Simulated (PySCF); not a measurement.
SMILES C1CC[OH+]C1 (C₄H₉O (cation, charge +1)), PBE0/def2-SVP optimised geometry.

```
14

C     -0.08     1.06     0.12
C      1.02     0.20    -0.52
C      0.73    -1.19     0.00
O     -0.77    -1.19     0.00
C     -1.32     0.21     0.00
H      0.15     1.27     1.17
H     -0.20     2.02    -0.40
H      2.03     0.52    -0.22
H      0.97     0.22    -1.61
H      1.05    -1.35     1.04
H      1.03    -2.02    -0.65
H     -1.20    -1.82     0.60
H     -2.03     0.28     0.84
H     -1.85     0.30    -0.96
```

Density from PBE0/def2-TZVP (PySCF) at that geometry.

Minimum of the electron density along straight lines between bonded atoms, close to the bond critical point (lines longer than 1.1 times the sum of covalent radii, or with two minima, are not listed):

```json
[
 {"bond": "C1–C2", "length / Å": "1.530", "ρ at the minimum / e bohr⁻³": "?", "∇²ρ there / e bohr⁻⁵": "-0.58", "position (fraction from the first atom)": "0.50"},
 {"bond": "C2–C3", "length / Å": "1.508", "ρ at the minimum / e bohr⁻³": "0.259", "∇²ρ there / e bohr⁻⁵": "-0.68", "position (fraction from the first atom)": "0.47"},
 {"bond": "C3–O4", "length / Å": "1.496", "ρ at the minimum / e bohr⁻³": "0.198", "∇²ρ there / e bohr⁻⁵": "-0.21", "position (fraction from the first atom)": "0.35"},
 {"bond": "C1–C5", "length / Å": "1.512", "ρ at the minimum / e bohr⁻³": "0.257", "∇²ρ there / e bohr⁻⁵": "-0.67", "position (fraction from the first atom)": "0.47"},
 {"bond": "O4–C5", "length / Å": "1.505", "ρ at the minimum / e bohr⁻³": "0.195", "∇²ρ there / e bohr⁻⁵": "-0.21", "position (fraction from the first atom)": "0.65"},
 {"bond": "C1–H6", "length / Å": "1.101", "ρ at the minimum / e bohr⁻³": "0.277", "∇²ρ there / e bohr⁻⁵": "-0.95", "position (fraction from the first atom)": "0.65"},
 {"bond": "C1–H7", "length / Å": "1.099", "ρ at the minimum / e bohr⁻³": "0.276", "∇²ρ there / e bohr⁻⁵": "-0.96", "position (fraction from the first atom)": "0.65"},
 {"bond": "C2–H8", "length / Å": "1.099", "ρ at the minimum / e bohr⁻³": "0.276", "∇²ρ there / e bohr⁻⁵": "-0.96", "position (fraction from the first atom)": "0.65"},
 {"bond": "C2–H9", "length / Å": "1.101", "ρ at the minimum / e bohr⁻³": "0.277", "∇²ρ there / e bohr⁻⁵": "-0.95", "position (fraction from the first atom)": "0.65"},
 {"bond": "C3–H10", "length / Å": "1.099", "ρ at the minimum / e bohr⁻³": "0.285", "∇²ρ there / e bohr⁻⁵": "-1.02", "position (fraction from the first atom)": "0.66"},
 {"bond": "C3–H11", "length / Å": "1.097", "ρ at the minimum / e bohr⁻³": "0.287", "∇²ρ there / e bohr⁻⁵": "-1.05", "position (fraction from the first atom)": "0.66"},
 {"bond": "O4–H12", "length / Å": "0.973", "ρ at the minimum / e bohr⁻³": "?", "∇²ρ there / e bohr⁻⁵": "?", "position (fraction from the first atom)": "0.82"},
 {"bond": "C5–H13", "length / Å": "1.097", "ρ at the minimum / e bohr⁻³": "0.286", "∇²ρ there / e bohr⁻⁵": "-1.03", "position (fraction from the first atom)": "0.66"},
 {"bond": "C5–H14", "length / Å": "1.097", "ρ at the minimum / e bohr⁻³": "0.288", "∇²ρ there / e bohr⁻⁵": "-1.05", "position (fraction from the first atom)": "0.66"}
]
```

Complete the blanks.


- C1–C2, ρ at the minimum / e bohr⁻³: 0.242
- O4–H12, ρ at the minimum / e bohr⁻³: 0.344
- O4–H12, ∇²ρ there / e bohr⁻⁵: -2.47
